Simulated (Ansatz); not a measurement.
`Cl[Si]Br` + H₂O → `O[Si]Br` + HCl at 700 K and 1 bar (formal hydrolysis of the Si–Cl bond).

Isolated molecules relaxed with PBE0-D4/def2-TZVP in Ansatz; ΔE leaves out vibrations. CBS: MP2 limit from def2 TZ/QZ plus the TZ coupled-cluster correction, frozen cores. This one scheme is used for every species. For Br outer-core shells are correlated without core-valence functions, which leaves a few kJ/mol of doubt a bond. Scalar relativity is left out up to krypton. Each species was taken in one conformer, which may not be the lowest.

| species | CCSD(T)/CBS energy (Eh) | H − E (kJ/mol) | S (J/(mol·K)) |
| --- | --- | --- | --- |
| `Cl[Si]Br` | -3322.23177 | 41.7 | 346.5 |
| H₂O | -76.37941 | 80.5 | 218.4 |
| `O[Si]Br` | -2938.23569 | 79.1 | 346.3 |
| HCl | -460.38127 | 38.4 | 211.8 |

H − E and S are ideal-gas, rigid-rotor, harmonic terms from PBE0-D4/def2-TZVP, for one conformer and one mirror image of each species. 1 Eh = 2625.50 kJ/mol, R = 8.31446 J/(mol·K).

Task: By hand: ΔE, ΔH, ΔS and ΔG.

Result: ΔE = (-2938.23569) + (-460.38127) − (-3322.23177) − (-76.37941) = -0.00578 Eh = -15.2 kJ/mol. Δ(H − E) = 79.1 + 38.4 − 41.7 − 80.5 = -4.7, so ΔH = -19.9 kJ/mol. ΔS = 346.3 + 211.8 − 346.5 − 218.4 = -6.8 J/(mol·K). ΔG = -19.9 − 700 × (-6.8)/1000 = -15.1 kJ/mol.

Task: By hand: the equilibrium constant, and the temperature at which ΔG would vanish if ΔH and ΔS stayed fixed.

Result: log₁₀ K = −ΔG/(RT ln 10) = 1.1. ΔG = 0 at ΔH/ΔS = 2926 K, far beyond where these terms or the molecules hold.

The number of gas molecules stays the same, so ΔS is small and ΔH decides. A doubt of 5 kJ/mol in ΔE shifts log₁₀ K by 0.4 here. Other conformers and mirror images would add mixing entropy, several J/(mol·K) or more a flexible species. These are equilibria of isolated gas molecules and say nothing of rates. Largest T1 diagnostic: 0.012 (customary marks: 0.02 for closed shells, 0.045 for open ones).
